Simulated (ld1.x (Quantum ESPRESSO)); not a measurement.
**Building the RRKJ potential for chromium (LDA (PZ), fully relativistic).**

* Element: Cr
* Generator: ld1.x (Quantum ESPRESSO) 7.5
* Type: norm-conserving RRKJ (Kleinman–Bylander form)
* Functional: LDA (PZ)
* Relativity: fully relativistic
* Frozen core: [Ne] 3s2
* Valence charge: 12
* Reference configuration: 3p6 3d5 4s1 4p0
* Partial waves: 4s (bound): rc 2.25 bohr; 3p (bound): rc 0.90 bohr; 3d (bound): rc 1.40 bohr
* Local potential: all-electron potential smoothed inside 0.70 bohr (lloc = -1)
* Core correction: Bessel-smoothed model core, default radius (core density twice the valence density)
* rho0: 0.02

Open shells are filled in proportion to 2j + 1 (rel_dist='average').

All-electron outer shells of the reference configuration (LDA (PZ), scalar-relativistic, ld1.x):

```csv
shell,level (eV),outermost node (bohr),outermost maximum (bohr)
2p,-560.31,–,0.20
3s,-73.56,0.36,0.78
3p,-45.35,0.33,0.80
4s,-4.20,1.12,2.74
3d,-3.13,–,0.84
4p,-1.08,1.25,3.85
```

(1) Is a potential produced?

Results:

(1) No. ld1.x (Quantum ESPRESSO) 7.5 stopped with "compute_chi: n is too large": the Bessel-function wave could not be built (negative determinant in compute_phi), and the routine for χ then failed on it.
